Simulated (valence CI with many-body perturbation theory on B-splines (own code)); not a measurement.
# W42+: calculated level list

Calculated by configuration interaction combined with many-body perturbation theory (CI+MBPT): four valence electrons over a frozen Dirac-Fock core [Ar] 3d10, a basis of 11 s, 11 p, 9 d, 7 f, 5 g, 2 h, 1 i functions for each j, with the one-electron correlation potential Σ1 (screened to all orders), the two-electron term Σ2, the three-electron term Σ3, Breit, model QED; selected single and double excitations, second order for the rest (own B-spline code, finite nucleus).

No measured spectrum was set against this ion. As an estimate, large intervals hold to a few tenths of a per cent, small ones and those within an open d or f shell to about a per cent.

Levels 1 to 45 of 67, with energies above the lowest level, (4s^2 4p1/2^2) J=0. "Leading %" is the weight of the configuration and term that name the level; weights of strongly mixed levels are sums over their largest components and can fall short. In the jj column 3d3/2^4 stands for four electrons in 3d with j = 3/2. Lifetimes count E1, E2, E3, M1 and M2 decay at the calculated energies, and are blank where another channel may lead or the interval is too uncertain; long ones can be off by a factor of two.

| No. | Configuration | Term | J | E (× 10³ cm⁻¹) | Leading % | Lifetime | Leading jj |
| --- | --- | --- | --- | --- | --- | --- | --- |
| 1 | 4s2 4p2 | 3P | 0 | 0.00 | 70 |  | 4s^2 4p1/2^2 (99 %) |
| 2 | 4s2 4p2 | 3P | 1 | 738.49 | 99 | 200 ns | 4s^2 4p1/2 4p3/2 (99 %) |
| 3 | 4s2 4p2 | 1D | 2 | 773.05 | 63 | 6.71 μs | 4s^2 4p1/2 4p3/2 (99 %) |
| 4 | 4s 4p3 | 3P° | 2 | 1513.6 | 45 | 44.8 ps | 4s 4p1/2^2 4p3/2 (96 %) |
| 5 | 4s2 4p2 | 3P | 2 | 1537.7 | 63 | 114 ns | 4s^2 4p3/2^2 (99 %) |
| 6 | 4s2 4p2 | 1S | 0 | 1612.5 | 69 | 90.6 ns | 4s^2 4p3/2^2 (98 %) |
| 7 | 4s 4p3 | 3D° | 1 | 1631.9 | 36 | 2.75 ps | 4s 4p1/2^2 4p3/2 (93 %) |
| 8 | 4s2 4p 4d | 3F° | 2 | 1973.5 | 73 | 92.5 ps | 4s^2 4p1/2 4d3/2 (98 %) |
| 9 | 4s2 4p 4d | 3D° | 1 | 2120.0 | 51 | 610 fs | 4s^2 4p1/2 4d3/2 (92 %) |
| 10 | 4s 4p3 | 5S° | 2 | 2157.7 | 29 | 23.6 ps | 4s 4p1/2 4p3/2^2 (50 %) |
| 11 | 4s2 4p 4d | 3F° | 3 | 2192.7 | 40 | 10.9 ps | 4s^2 4p1/2 4d5/2 (75 %) |
| 12 | 4s 4p3 | 3D° | 2 | 2286.3 | 33 | 1.94 ps | 4s 4p1/2 4p3/2^2 (49 %) |
| 13 | 4s 4p3 | 3D° | 3 | 2322.8 | 74 | 3.51 ps | 4s 4p1/2 4p3/2^2 (74 %) |
| 14 | 4s 4p3 | 3P° | 0 | 2348.0 | 96 | 3.97 ps | 4s 4p1/2 4p3/2^2 (96 %) |
| 15 | 4s 4p3 | 3P° | 1 | 2403.7 | 49 | 2.24 ps | 4s 4p1/2 4p3/2^2 (93 %) |
| 16 | 4s 4p3 | 1D° | 2 | 2425.1 | 68 | 1.43 ps | 4s 4p1/2 4p3/2^2 (88 %) |
| 17 | 4s 4p3 | 3S° | 1 | 2437.3 | 39 | 1.08 ps | 4s 4p1/2 4p3/2^2 (95 %) |
| 18 | 4s 4p2 4d | 5F | 1 | 2758.7 | 44 | 18.8 ps | 4s 4p1/2^2 4d3/2 (97 %) |
| 19 | 4s 4p2 4d | 3D | 2 | 2785.0 | 28 | 20.0 ps | 4s 4p1/2^2 4d3/2 (92 %) |
| 20 | 4s2 4p 4d | 3D° | 2 | 2840.9 | 50 | 688 fs | 4s^2 4p3/2 4d3/2 (90 %) |
| 21 | 4s2 4p 4d | 3P° | 1 | 2851.4 | 54 | 803 fs | 4s^2 4p3/2 4d3/2 (92 %) |
| 22 | 4s2 4p 4d | 3P° | 0 | 2857.5 | 95 | 842 fs | 4s^2 4p3/2 4d3/2 (95 %) |
| 23 | 4s2 4p 4d | 3F° | 3 | 2860.2 | 40 | 865 fs | 4s^2 4p3/2 4d3/2 (90 %) |
| 24 | 4s2 4p 4d | 3F° | 4 | 2925.2 | 99 | 238 ns | 4s^2 4p3/2 4d5/2 (99 %) |
| 25 | 4s2 4p 4d | 3P° | 2 | 2930.7 | 36 | 24.1 ps | 4s^2 4p3/2 4d5/2 (78 %) |
| 26 | 4s 4p2 4d | 3D | 3 | 2972.9 | 30 | 4.11 ps | 4s 4p1/2^2 4d5/2 (94 %) |
| 27 | 4s 4p2 4d | 3F | 2 | 3022.9 | 23 | 4.68 ps | 4s 4p1/2^2 4d5/2 (81 %) |
| 28 | 4s2 4p 4d | 3D° | 3 | 3074.4 | 53 | 1.26 ps | 4s^2 4p3/2 4d5/2 (92 %) |
| 29 | 4s2 4p 4d | 1P° | 1 | 3085.8 | 59 | 2.23 ps | 4s^2 4p3/2 4d5/2 (90 %) |
| 30 | 4s 4p3 | 3P° | 2 | 3168.6 | 40 | 1.19 ps | 4s 4p3/2^3 (77 %) |
| 31 | 4p4 | 3P | 2 | 3215.3 | 51 | 1.53 ps | 4p1/2^2 4p3/2^2 (74 %) |
| 32 | 4p4 | 1S | 0 | 3256.8 | 54 | 1.88 ps | 4p1/2^2 4p3/2^2 (87 %) |
| 33 | 4s 4p3 | 1P° | 1 | 3271.0 | 39 | 736 fs | 4s 4p3/2^3 (87 %) |
| 34 | 4s 4p2 4d | 5D | 0 | 3431.4 | 85 | 23.0 ps | 4s 4p1/2 4p3/2 4d3/2 (96 %) |
| 35 | 4s 4p2 4d | 5D | 1 | 3433.5 | 55 | 24.3 ps | 4s 4p1/2 4p3/2 4d3/2 (98 %) |
| 36 | 4s 4p2 4d | 5F | 2 | 3437.1 | 44 | 7.79 ps | 4s 4p1/2 4p3/2 4d3/2 (94 %) |
| 37 | 4s 4p2 4d | 5F | 3 | 3451.6 | 44 | 21.4 ps | 4s 4p1/2 4p3/2 4d3/2 (90 %) |
| 38 | 4s 4p2 4d | 3G | 4 | 3504.5 | 32 | 117 ps | 4s 4p1/2 4p3/2 4d3/2 (82 %) |
| 39 | 4s2 4p 4f | 3G | 3 | 3516.0 | 40 | 53.9 ps | 4s^2 4p1/2 4f5/2 (58 %) |
| 40 | 4s 4p2 4d | 3F | 2 | 3555.4 | 30 | 5.71 ps | 4s 4p1/2 4p3/2 4d3/2 (57 %) |
| 41 | 4s 4p2 4d | 3F | 3 | 3583.8 | 19 | 1.16 ps | 4s 4p1/2 4p3/2 4d3/2 (63 %) |
| 42 | 4s 4p2 4d | 5D | 4 | 3585.2 | 49 | 176 ps | 4s 4p1/2 4p3/2 4d5/2 (98 %) |
| 43 | 4s 4p2 4d | 3F | 2 | 3595.1 | 29 | 1.18 ps | 4s 4p1/2 4p3/2 4d3/2 (63 %) |
| 44 | 4s 4p2 4d | 5P | 1 | 3612.3 | 27 | 849 fs | 4s 4p1/2 4p3/2 4d3/2 (94 %) |
| 45 | 4s 4p2 4d | 3D | 2 | 3617.9 | 22 | 875 fs | 4s 4p1/2 4p3/2 4d3/2 (72 %) |

The ionisation energy to 4s2 4p 2P°_1/2 of the next ion comes out as 2147 eV (NIST: 2149.1 ± 2.1 eV (semi-empirical)). All 67 levels together are meant to be complete up to 3995.4 × 10³ cm⁻¹.
